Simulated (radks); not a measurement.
Results of a calculation; reference values are marked as such.
Q: These are the eigenvalues of the occupied orbitals of an atom or ion with whole-number occupations (eV). Level of theory: scalar-relativistic Kohn-Sham, BLYP, spin-polarised, spherical densities, point nucleus (a radial shooting solver on a logarithmic mesh with Libxc functionals).

1s up: -67386.03
1s down: -67386.02
2s up: -11583.29
2s down: -11583.18
2p up: -10151.24
2p down: -10151.15
3s up: -2658.529
3s down: -2658.497
3p up: -2232.709
3p down: -2232.673
3d up: -1736.050
3d down: -1735.977
4s up: -547.2369
4s down: -547.1338
4p up: -407.5694
4p down: -407.4709
4d up: -228.9052
4d down: -228.7848
5s up: -80.3038
5s down: -79.2226
5p up: -46.8713
5p down: -45.4245
4f up: -31.5575
4f down: -31.2718
6s up: -12.1627
5d up: -11.0472

Which element is it, and in what charge state? The configuration may be excited. Open shells, if any, are filled with parallel spins first.

A: Z = 73, tantalum, charge +1: Ta+ in [Xe] 4f14 5d3 6s1. The list shows which subshells hold electrons but not how many an open one holds; the 1s level, -2476.4 hartree, gives Z - s = 70.4 by -(Z - s)^2/2, which with screening and relativity narrows Z to a few neighbours, and the depths of the outer levels then fix element, charge and occupations together.
